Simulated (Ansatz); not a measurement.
Gas-phase reaction 2 R1 → P1 + P2, each structure at its B3LYP-D3(BJ)/def2-TZVP stationary point, reached from a drawn start (curvature not checked).
P1: H2O (SMILES O), charge 0, multiplicity 1.
P2: O atom, charge 0, multiplicity 3.
R1: OH (SMILES [OH]), charge 0, multiplicity 2.

P less R. No zero-point or thermal terms; singlets are restricted closed shells; open shells are unrestricted; no spin–orbit coupling.

Frozen-core correlation throughout. CBS(a, b) extrapolates the correlation energy as X⁻³ and adds the Hartree–Fock energy of set b.

Programs: Ansatz (Gaussian basis) for Hartree–Fock, density functionals and correlated methods. Each number belongs to the level named beside it.

Question: Estimate the reaction energy that revPBE/def2-TZVPPD returns for this input.

Answer: -59 kJ/mol

Question: Estimate the reaction energy that CCSD(T)/CBS(aug-cc-pVTZ, aug-cc-pVQZ) returns for this input.

Answer: -78 kJ/mol

Question: What reaction energy does CAM-B3LYP/def2-TZVPPD give?

Answer: -64 kJ/mol

Ansatz is an electronic-structure program.
